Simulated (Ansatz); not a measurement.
Relaxation of a periodic cell of 20 atoms, HF (contents 10 HF, density as packed 0.75 g/cm³ with natural masses), to a largest force component of 0.3 eV/Å in at most 15 steps.

These are results of DFT PBE, scalar-relativistic, plane waves, PAW (Ansatz 0.2.0), not measurements. Settings: accuracy low, cutoff 420 eV, k mesh 1x1x1, fermi-dirac smearing 0.02 eV, no spin polarisation.

```xyz
20
Lattice="7.6174 0.0000 0.0000 0.0000 7.6174 0.0000 0.0000 0.0000 7.6174" Properties=species:S:1:pos:R:3
F 1.263 1.087 4.532
H 0.875 0.247 4.659
F 2.414 2.523 2.526
H 2.852 2.258 1.745
F 3.661 4.705 2.606
H 3.380 5.191 1.860
F 5.078 3.198 5.342
H 5.174 3.192 4.413
F 5.129 4.584 0.564
H 5.062 5.202 -0.133
F 0.431 5.495 3.197
H 0.882 5.327 2.397
F 6.139 0.410 0.381
H 5.355 -0.095 0.425
F 4.677 7.796 2.811
H 5.379 7.262 2.505
F 6.170 0.369 5.834
H 5.875 -0.041 5.049
F 1.809 4.449 7.290
H 1.369 4.311 6.478
```

**Question.** Where does it end, and by what steps?

**Answer.** The forces met the threshold. The threshold is loose, so the end isn't yet a minimum. Limits of this set-up: coarse k mesh, low accuracy level. After 13 steps the energy has fallen by 2.987 eV; H20 moved furthest, 1.51 Å.

```json
{"step": "0", "energy less start (eV)": "0.0000", "largest force component (eV/Å)": "1.579", "accepted": "yes"}
{"step": "1", "energy less start (eV)": "-0.5990", "largest force component (eV/Å)": "1.686", "accepted": "yes"}
{"step": "2", "energy less start (eV)": "-0.9672", "largest force component (eV/Å)": "2.554", "accepted": "yes"}
{"step": "3", "energy less start (eV)": "-1.3622", "largest force component (eV/Å)": "2.250", "accepted": "yes"}
{"step": "4", "energy less start (eV)": "-1.6525", "largest force component (eV/Å)": "1.502", "accepted": "yes"}
{"step": "5", "energy less start (eV)": "-1.9181", "largest force component (eV/Å)": "1.185", "accepted": "yes"}
{"step": "6", "energy less start (eV)": "-2.1458", "largest force component (eV/Å)": "1.644", "accepted": "yes"}
{"step": "7", "energy less start (eV)": "-2.2805", "largest force component (eV/Å)": "2.009", "accepted": "yes"}
{"step": "8", "energy less start (eV)": "-2.3872", "largest force component (eV/Å)": "1.751", "accepted": "yes"}
{"step": "9", "energy less start (eV)": "-2.4936", "largest force component (eV/Å)": "1.779", "accepted": "yes"}
{"step": "10", "energy less start (eV)": "-2.6236", "largest force component (eV/Å)": "0.885", "accepted": "yes"}
{"step": "11", "energy less start (eV)": "-2.7449", "largest force component (eV/Å)": "0.568", "accepted": "yes"}
{"step": "12", "energy less start (eV)": "-2.8716", "largest force component (eV/Å)": "0.399", "accepted": "yes"}
{"step": "13", "energy less start (eV)": "-2.9870", "largest force component (eV/Å)": "0.194", "accepted": "yes"}
```

```xyz
20
Lattice="7.6174 0.0000 0.0000 0.0000 7.6174 0.0000 0.0000 0.0000 7.6174" Properties=species:S:1:pos:R:3
F 1.185 1.430 5.595
H 0.391 0.919 5.467
F 2.129 2.272 1.959
H 1.988 2.663 1.113
F 3.449 4.975 2.589
H 3.817 4.955 1.707
F 4.672 3.867 5.473
H 4.338 4.166 4.644
F 4.668 5.109 0.217
H 4.551 4.631 -0.601
F 0.831 5.462 3.321
H 1.692 5.316 2.955
F 6.320 0.297 0.794
H 6.057 -0.080 -0.032
F 5.296 7.571 3.196
H 5.702 7.649 2.330
F 6.476 0.046 5.459
H 6.049 -0.012 4.592
F 1.854 3.427 7.174
H 1.509 2.808 6.529
```

Run time: 32 s on 1 thread of Arm Neoverse V1 (shared host), peak memory 0.41 GiB.
